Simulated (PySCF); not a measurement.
## Spin states of CaC⁺

Unrestricted PBE0; basis Ca 6-311G(d,p), C 6-311G(d,p); no relativity; PySCF 2.14. Outer shells of the fragments: Ca+ 4s1; C 2s2 2p2.

Followed along the bond (rough minima from three points):

```
2Ms+1   unpaired  ⟨S²⟩ at the start  R at minimum (Å)  Te (eV)
    4  σ ↑, π ↑↑               3.75              2.17     0.00
    2  σ ↑, π ↑↓               1.76              2.17     0.75
    2  σ ↓, π ↑↑               1.76              2.17     0.80
    2        π ↑               0.78              2.44     1.53
```

Solutions found at the starting distance of 2.400 Å, counted from the lowest of them; the search is not exhaustive and high or unbound solutions are not listed, so other states can lie among these:

```tsv
2Ms+1	unpaired	term	E (eV)	⟨S²⟩	⟨Lz²⟩	μ (D)
4	σ ↑, π ↑↑	⁴Σ⁻	0.00	3.75	0.00	-7.94
2	σ ↑, π ↑↓	mixed	0.74	1.76	2.01	-7.78
2	σ ↓, π ↑↑	mixed	0.78	1.76	0.00	-7.73
2	π ↑	²Π	1.28	0.78	1.00	-6.52
2	σ ↑	mixed	1.83	0.76	2.00	-7.43
4	σ ↑↑, π ↑	⁴Π	2.34	3.75	1.00	-0.08
2	σ ↑↑, π ↓	mixed	2.82	1.76	1.00	-0.11
4	σ ↑, π ↑↑	mixed	4.24	3.75	2.00	-0.09
4	σ ↑, π ↑, δ ↑	mixed	4.33	3.75	5.00	-1.43
2	σ ↑, π ↑, δ ↓	mixed	4.35	1.75	5.00	-1.46
```

A term symbol is given only where ⟨S²⟩ and ⟨Lz²⟩ are close to those of a pure state; real π, δ and φ orbitals otherwise mix terms. A positive dipole points towards C; it is taken about the centre of mass and depends on that origin.

Counting both spins, an empty level lies below a filled one in some of these solutions, because spin and occupation are held.
